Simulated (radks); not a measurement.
All-electron atom: Os3+ in [Xe] 4f14 5d5. All-electron calculation, scalar-relativistic Kohn-Sham, BLYP, spin-polarised, spherical densities, finite nucleus; open shells are filled with parallel spins first (spin-orbit coupling, left out, can overturn this in heavy ions); Fermi nuclear charge, rms radius 5.4126 fm. Program: a radial shooting solver on a logarithmic mesh with Libxc functionals.

Unscreened Slater integrals over Kohn-Sham orbitals (hartree). They are taken over the spin-up orbitals.

F0(5d,5d): 0.56328
F2(5d,5d): 0.29541
F4(5d,5d): 0.19612
F0(5d,5p): 0.64149
F2(5d,5p): 0.31730
G1(5d,5p): 0.37913
G3(5d,5p): 0.23481
F0(5d,4f): 0.72439
F2(5d,4f): 0.16977
F4(5d,4f): 0.079543
G1(5d,4f): 0.060356
G3(5d,4f): 0.054721
G5(5d,4f): 0.043207
F0(5d,5s): 0.66741
G2(5d,5s): 0.24477
F0(5p,5p): 0.77370
F2(5p,5p): 0.41787
F0(5p,4f): 0.94912
F2(5p,4f): 0.29928
G2(5p,4f): 0.12380
G4(5p,4f): 0.10194
F0(5p,5s): 0.82564
G1(5p,5s): 0.55109
F0(4f,4f): 1.6479
F2(4f,4f): 0.80554
F4(4f,4f): 0.51012
F6(4f,4f): 0.36837
F0(4f,5s): 1.0669
G3(4f,5s): 0.15818
F0(5s,5s): 0.89324

Derived for the open shells (J is the average intra-shell exchange parameter used in DFT+U). 5d: Racah B = F2/49 - 5 F4/441 = 0.003805 hartree, C = 35 F4/441 = 0.01556 hartree, C/B = 4.09, F4/F2 = 0.664, J = (F2 + F4)/14 = 0.03511 hartree.
